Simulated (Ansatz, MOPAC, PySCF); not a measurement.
Pair of molecules: SiH4 (SMILES [SiH4]) (first 5 atoms) with CH6Si (SMILES C[SiH3]); geometry from B3LYP-D3(BJ)/def2-TZVP, rigid monomers moved along the line of their centres of mass till Si1···H8 is 3.54 Å.
(charge 0, multiplicity 1):
```xyz
13

Si     0.0159    -0.3016     0.1916
H     -1.1782    -0.1975     1.0594
H     -0.3660    -0.0324    -1.2129
H      0.5767    -1.6682     0.2968
H      1.0314     0.6802     0.6308
C      0.8293    -0.6999     4.4955
Si    -0.3875     0.7068     4.7441
H      0.6471    -1.2230     3.5555
H      0.7437    -1.4288     5.3036
H      1.8557    -0.3291     4.4825
H     -0.2185     1.7427     3.6975
H     -0.1723     1.3432     6.0669
H     -1.7826     0.2074     4.6872
```

```csv
level,interaction energy (kcal/mol),cost
AM1,0.19,-
PM3,-0.07,-
PM6,0.05,-
PM7,-0.21,-
HF/3-21G (no counterpoise),-0.39,-
HF/6-31G*,0.38,-
PBE-D3(BJ)/def2-TZVPPD,-1.20,×1
BP86/6-31G* (no counterpoise),0.55,-
r2SCAN-D4/def2-TZVPPD,-0.77,×1
B3LYP/3-21G (no counterpoise),-0.44,-
B3LYP/6-31G*,0.45,-
B3LYP/LANL2DZ (no counterpoise),0.30,-
B3LYP/def2-TZVPPD,0.42,×1
B3LYP-D4/def2-TZVPPD,-0.99,×1
PBE0-D3(BJ)/def2-TZVPPD,-1.17,×1
PBE0-D4/def2-TZVPPD,-1.12,×1
M06-2X/6-31G* (no counterpoise),-0.83,-
SCS-MP2/aug-cc-pV(D+d)Z,-0.44,-
CCSD/aug-cc-pV(D+d)Z,-0.59,-
CCSD(T)/aug-cc-pV(D+d)Z,-0.73,×9
```

The rows run from -1.20 (PBE-D3(BJ)/def2-TZVPPD) to 0.55 kcal/mol (BP86/6-31G* (no counterpoise)). The dispersion term adds -1.41 in B3LYP-D4.

Interaction energies are E(AB) − E(A) − E(B) at the monomers' geometry in the complex; basis-set methods are counterpoise corrected. Rows marked so take none.

Cores are frozen in the correlated methods. Rows in 3-21G, 6-31G*, LANL2DZ carry no dispersion term and start afresh at each structure (6-31G* with six Cartesian d functions). LANL2DZ brings its own core potentials from Na on. The state reached by AM1, PM3, PM6, PM7 isn't checked; PM7 holds dispersion and hydrogen-bond terms.

The values were computed with Ansatz (a first-principles code) with Gaussian orbitals; MOPAC for AM1, PM3, PM6, PM7 (differences of heats of formation); PySCF for 3-21G rows, 6-31G* rows, LANL2DZ rows, the dispersion terms. Values without a source in brackets are computed.

Costs are rough ratios of core time to PBE/def2-TZVPPD (about 7 s over the structures, on one shared machine); a dash marks a level with no comparable run of its own.
